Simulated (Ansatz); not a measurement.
**Nudged elastic band run: ClGaH4**

Input file:

```yaml
crystal:
  periodic: [false, false, false]
  atoms:
    - { symbol: Ga, position_ang: [0.000679, 0.186469, 0.009881] }
    - { symbol: H, position_ang: [-0.004134, 0.696724, 1.503581] }
    - { symbol: H, position_ang: [1.362797, 0.112645, -0.768772] }
    - { symbol: H, position_ang: [-1.364894, 0.036639, -0.751611] }
    - { symbol: Cl, position_ang: [0.079314, -2.418083, 0.946614] }
    - { symbol: H, position_ang: [0.075838, -2.007593, 2.169307] }
basis:
  gaussian: { orbitals: def2-SVP }
hamiltonian:
  xc: pbe0
  dispersion: d4
neb:
  order_check: false
  images: 5
  f_tol: 0.03
  max_iterations: 60
  spring: 0.1
  final_atoms:
    - { symbol: Ga, position_ang: [0.02030717, -0.57434234, -0.28091082] }
    - { symbol: H, position_ang: [0.01099333, 0.26141071, 2.0488555] }
    - { symbol: H, position_ang: [1.41174313, 0.09781879, -0.47996128] }
    - { symbol: H, position_ang: [-1.40888886, 0.01937802, -0.46153306] }
    - { symbol: Cl, position_ang: [0.08177258, -2.69869152, 0.14786655] }
    - { symbol: H, position_ang: [0.03367266, -0.49877266, 2.13468312] }
  initial_path:
    images:
      - { positions_ang: [[0.000679, 0.186469, 0.009881], [-0.004134, 0.696724, 1.503581], [1.362797, 0.112645, -0.768772], [-1.364894, 0.036639, -0.751611], [0.079314, -2.418083, 0.946614], [0.075838, -2.007593, 2.169307]] }
      - { positions_ang: [[-0.00034683, 0.12724614, 0.00988562], [-0.00208614, 0.45637407, 1.64558867], [1.36032886, 0.08353138, -0.77186702], [-1.36452735, 0.03088743, -0.75837913], [0.08980522, -2.41622945, 0.88736744], [0.06642624, -1.67500857, 2.09640441]] }
      - { positions_ang: [[-0.00137265, 0.06802328, 0.00989025], [-3.829e-05, 0.21602413, 1.78759635], [1.35786072, 0.05441775, -0.77496203], [-1.36416069, 0.02513587, -0.76514726], [0.10029644, -2.4143759, 0.82812088], [0.05701448, -1.34242413, 2.02350181]] }
      - { positions_ang: [[-0.00239848, 0.00880042, 0.00989487], [0.00200957, -0.0243258, 1.92960402], [1.35539258, 0.02530413, -0.77805705], [-1.36379404, 0.0193843, -0.77191538], [0.11078766, -2.41252235, 0.76887432], [0.04760272, -1.0098397, 1.95059922]] }
      - { positions_ang: [[0.00517007, -0.1855805, -0.08704036], [0.00500415, 0.0709197, 1.96935451], [1.3741761, 0.04947568, -0.67869179], [-1.37882565, 0.01938221, -0.66845461], [0.10111596, -2.50791207, 0.56187173], [0.04295937, -0.83948402, 2.01196052]] }
      - { positions_ang: [[0.01273862, -0.37996142, -0.18397559], [0.00799874, 0.16616521, 2.00910501], [1.39295961, 0.07364723, -0.57932654], [-1.39385726, 0.01938012, -0.56499384], [0.09144427, -2.6033018, 0.35486914], [0.03831601, -0.66912834, 2.07332182]] }
      - { positions_ang: [[0.02030717, -0.57434234, -0.28091082], [0.01099333, 0.26141071, 2.0488555], [1.41174313, 0.09781879, -0.47996128], [-1.40888886, 0.01937802, -0.46153306], [0.08177258, -2.69869152, 0.14786655], [0.03367266, -0.49877266, 2.13468312]] }
```

Launched with:

```bash
$ ansatz run input.yaml --threads 1 --pin off --max-ram 2048MiB --backend cpu --events-out ev --progress --plain --runs-dir out
```

Output, in part (warnings, iteration lines, the closing report on the highest movable image, with atoms numbered from 0):

```
NEB end point (image 0): max|allowed force component| = 7.520e-3 eV/Å (the criterion of neb.relax_end_points is 1.000e-2)
NEB end point (image 6): max|allowed force component| = 2.756e-2 eV/Å (the criterion of neb.relax_end_points is 1.000e-2)
NEB iter   1: max|band force component| = 3.000e0 eV/Å  barrier→ = 0.9305 eV  barrier← = 1.8524 eV  Δτ_max = 0.2000 Å  (154 SCF iters)
NEB iter   2: max|band force component| = 1.377e0 eV/Å  barrier→ = 0.2435 eV  barrier← = 1.1654 eV  Δτ_max = 0.1596 Å  (125 SCF iters)
NEB iter   3: max|band force component| = 3.879e0 eV/Å  barrier→ = 0.3761 eV  barrier← = 1.2980 eV  Δτ_max = 0.0771 Å  (117 SCF iters)
NEB iter   4: max|band force component| = 7.277e-1 eV/Å  barrier→ = 0.1495 eV  barrier← = 1.0714 eV  CI = image 3  Δτ_max = 0.1180 Å  (114 SCF iters)
NEB iter   5: max|band force component| = 2.953e-1 eV/Å  barrier→ = 0.2030 eV  barrier← = 1.1249 eV  CI = image 3  Δτ_max = 0.0142 Å  (114 SCF iters)
NEB iter   6: max|band force component| = 9.504e-2 eV/Å  barrier→ = 0.1994 eV  barrier← = 1.1213 eV  CI = image 3  Δτ_max = 0.0112 Å  (106 SCF iters)
NEB iter   7: max|band force component| = 3.095e-2 eV/Å  barrier→ = 0.1988 eV  barrier← = 1.1207 eV  CI = image 3  Δτ_max = 0.0040 Å  (101 SCF iters)
NEB iter   8: max|band force component| = 1.077e-2 eV/Å  barrier→ = 0.1987 eV  barrier← = 1.1206 eV  CI = image 3  Δτ_max = 0.0000 Å  (203 SCF iters)
Total energy: -64943.28159969 eV, -2386.6215786513 hartree
Atom 0 at     0.009165    -0.096534    -0.002049 Å, force    -0.000489     0.006915     0.002661 eV/Å
Atom 1 at     0.016600     0.060888     1.677413 Å, force     0.000195    -0.008518    -0.009067 eV/Å
Atom 2 at     1.423288     0.136127    -0.603137 Å, force    -0.002258    -0.001534     0.001923 eV/Å
Atom 3 at    -1.423329     0.061857    -0.583516 Å, force     0.002590    -0.001327     0.001911 eV/Å
Atom 4 at     0.076802    -2.437728     0.973692 Å, force    -0.000100     0.008433     0.005773 eV/Å
Atom 5 at     0.047075    -1.117810     1.646597 Å, force     0.000062    -0.003968    -0.003200 eV/Å
Dipole moment:    -0.006096     0.236320     0.004839 e Å
```

It converged. Another band between the same ends (5 images) ends at a top of the same energy, where a vibrational analysis finds 1 clearly imaginary mode. The orbitals stay closed-shell, which can raise the energy where a bond breaks towards radicals; this wasn't checked here.

Final band (atoms are numbered from 1 in the order of the input):

```json
{"image": "0", "path coordinate (Å)": "0.00", "energy (kcal/mol)": "0.0", "Ga1–H2 (Å)": "1.58", "Cl5–H6 (Å)": "1.29", "Ga1–Cl5 (Å)": "2.77"}
{"image": "1", "path coordinate (Å)": "0.44", "energy (kcal/mol)": "0.6", "Ga1–H2 (Å)": "1.59", "Cl5–H6 (Å)": "1.29", "Ga1–Cl5 (Å)": "2.77"}
{"image": "2", "path coordinate (Å)": "0.88", "energy (kcal/mol)": "1.9", "Ga1–H2 (Å)": "1.60", "Cl5–H6 (Å)": "1.32", "Ga1–Cl5 (Å)": "2.75"}
{"image": "3", "path coordinate (Å)": "1.32", "energy (kcal/mol)": "4.6", "Ga1–H2 (Å)": "1.69", "Cl5–H6 (Å)": "1.48", "Ga1–Cl5 (Å)": "2.54"}
{"image": "4", "path coordinate (Å)": "1.80", "energy (kcal/mol)": "-8.4", "Ga1–H2 (Å)": "1.92", "Cl5–H6 (Å)": "1.94", "Ga1–Cl5 (Å)": "2.31"}
{"image": "5", "path coordinate (Å)": "2.28", "energy (kcal/mol)": "-19.4", "Ga1–H2 (Å)": "2.22", "Cl5–H6 (Å)": "2.43", "Ga1–Cl5 (Å)": "2.19"}
{"image": "6", "path coordinate (Å)": "2.76", "energy (kcal/mol)": "-21.3", "Ga1–H2 (Å)": "2.48", "Cl5–H6 (Å)": "2.96", "Ga1–Cl5 (Å)": "2.17"}
```

Time of the run: 81 s on 1 thread of Arm Neoverse V2, with other jobs on the host, peak memory 0.14 GiB.
